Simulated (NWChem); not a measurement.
System: C3H9Al; SMILES [CH3][Al]([CH3])[CH3]

Program: NWChem. Pople sets run with spherical d functions. Each level has its own optimisation; frequencies are unscaled.

Task: Taking B3LYP/6-31+G* as the yardstick, which of these has the fewest basis functions while keeping “r Al–C (Å)” within 0.005 Å of it: B3LYP/STO-3G; B3LYP/3-21G; B3LYP/6-31G*?

Result: B3LYP/6-31G*.
| level | basis functions | r Al–C (Å) | relative time (rough) |
|---|---|---|---|
| B3LYP/STO-3G | 33 | 1.916 | 1 |
| B3LYP/3-21G | 58 | 1.993 | 2 |
| B3LYP/6-31G* | 78 | 1.976 | 3 |
| B3LYP/6-31+G* | 94 | 1.977 | 6 |

The yardstick is one finite set, not the basis-set limit.
